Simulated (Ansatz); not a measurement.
Ansatz (a program for electronic structure) input (PBE0/def2-TZVPD):

Ansatz 0.2 input:
```yaml
crystal:
  periodic: [false, false, false]
  atoms:
    - {symbol: In, position_ang: [-0.00000000, -0.00000000, -0.27269741]}
    - {symbol: O, position_ang: [0.00000000, 0.00000000, 1.67027163]}
basis:
  gaussian:
    orbitals: def2-TZVPD
hamiltonian:
  xc: {name: PBE0}
total_charge: -1
```

End of the output:

```
integrals: 0.02 GiB planned
697 factors; their error is unknown
mean field: 0.25 GiB planned
mean field evaluation 1: about -7215.5422 eV, gradient 4.9e1 eV
mean field evaluation 2: about -7197.5451 eV, gradient 1.1e2 eV
mean field evaluation 4: about -7220.1103 eV, gradient 3.1e0 eV
mean field evaluation 8: about -7220.1305 eV, gradient 2.9e-2 eV
mean field evaluation 16: about -7220.1837 eV, gradient 5.9e-6 eV
mean field -7220.18371629 eV, -265.3368575572 hartree, gradient 5.6e-6 eV, S^2 0.000000; 0 other end points of the search recorded, 0 dependent functions left out
reference -7220.18374240 eV, -265.3368585170 hartree; 15, 15 occupied and 81, 81 virtual orbitals, 697 factors
Total energy: -7220.18374240 eV, -265.3368585170 hartree
```

This state (charge -1, singlet) is run at the relaxed geometry of the species with charge 0 and multiplicity 2.
